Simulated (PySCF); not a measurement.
Species: [YF6]3- (charge -3 and singlet state).
Cartesian coordinates in Å at the PBE0-D3(BJ)/def2-SVP level; atoms count from 1:
```xyz
7
YF6 angstrom
Y     -0.0001   -0.0003    0.0000
F     -0.0271   -0.0143    2.2103
F      0.0264    0.0140   -2.2103
F      2.2102    0.0094    0.0282
F     -2.2104   -0.0083   -0.0275
F     -0.0068    2.2101    0.0157
F      0.0078   -2.2107   -0.0163
```

Method used: PySCF 2.14.0, PBE0-D3(BJ)/def2-SVP geometry optimisation, gas phase, def2 core potentials past Kr.

Question: Which atoms are bound to Y1, and at what distances?

Answer: 6 atoms: F6 2.210 Å, F7 2.210 Å, F3 2.210 Å, F2 2.210 Å, F4 2.210 Å, F5 2.211 Å.

Question: List the angles at Y1.

Answer: 
```tsv
angle	degrees	distance of the outer atoms (Å)
F2–Y1–F3	180.0	4.42
F6–Y1–F7	180.0	4.42
F4–Y1–F5	180.0	4.42
F2–Y1–F7	90.1	3.13
F4–Y1–F7	90.1	3.13
F3–Y1–F4	90.0	3.13
F5–Y1–F6	90.0	3.13
F3–Y1–F6	90.0	3.13
F2–Y1–F5	90.0	3.13
F5–Y1–F7	90.0	3.13
F3–Y1–F5	90.0	3.13
F2–Y1–F4	90.0	3.13
F2–Y1–F6	90.0	3.12
F3–Y1–F7	89.9	3.12
F4–Y1–F6	89.9	3.12
```

Question: What is the shape at Y1?

Answer: Octahedral: the three widest angles are 180.0°, 180.0° and 180.0°, the others run from 89.9° to 90.1°.

Question: What are the rotational constants (commonest isotopes, rigid rotor)?

Answer: A = 1362, B = 1361, C = 1360 MHz: a spherical top.

Point group: Oh (tolerance 0.08 Å). Charge -3, singlet. Whether so highly charged an anion holds all its electrons in the gas phase wasn't checked; a finite basis holds them in any case. No counter-ion or solvent screens the charge of this multiply charged ion. No frequency check.

Hardware: one thread, Arm Neoverse V2 (shared host). Cost: 22 s of wall time. That covers the optimisation of the geometry.
